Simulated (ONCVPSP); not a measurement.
# Plane-wave convergence, ONCV potential for nitrogen (N)

```
Element                 : N (Z = 7)
Generator               : ONCVPSP 4.0.1
Type                    : optimised norm-conserving Vanderbilt (ONCV)
Functional              : LDA (Perdew-Zunger)
Relativity              : scalar-relativistic
Frozen core             : [He]
Valence charge          : 5
Reference configuration : 2s1.5 2p3.5
Partial waves           : 2s: rc 1.15 bohr, ncon 4, nbas 9, qcut 5.6 1/bohr, 2 projectors, debl 3.5 Ha; 2p: rc 1.30 bohr, ncon 3, nbas 7, qcut 13.3 1/bohr, 2 projectors, debl 3.2 Ha; d scattering state at 0.23 Ha: rc 1.20 bohr, ncon 4, nbas 7, qcut 9 1/bohr, 1 projector
Local potential         : polynomial inside 1.10 bohr (lpopt 5, dvloc0 3 Ha)
Core correction         : polynomial model core, fcfact 0.2
```

For each optimised wave give the share of its norm inside rc, the residual kinetic energy above qcut (Ha) and the cutoffs (Ha) for errors of 10, 1, 0.1 and 0.01 mHa per electron.

```tsv
wave	norm inside rc	residual KE	10 mHa	1 mHa	0.1 mHa	0.01 mHa
2s	0.445	2.8e-03	10.7	34.6	165.7	192.8
s projector 2	0.077	4.2e-03	12.7	21.1	72.1	169.5
2p	0.504	3.1e-10	28.2	40.6	51.1	60.0
p projector 2	0.103	3.2e-09	31.8	45.1	56.5	66.0
d projector 1	0.001	5.7e-08	0.9	3.4	9.8	19.5
```

The occupied waves need 41 Ha and 166 Ha for 1 and 0.1 mHa. Rows with under 1 % of the norm inside rc give no meaningful cutoff.
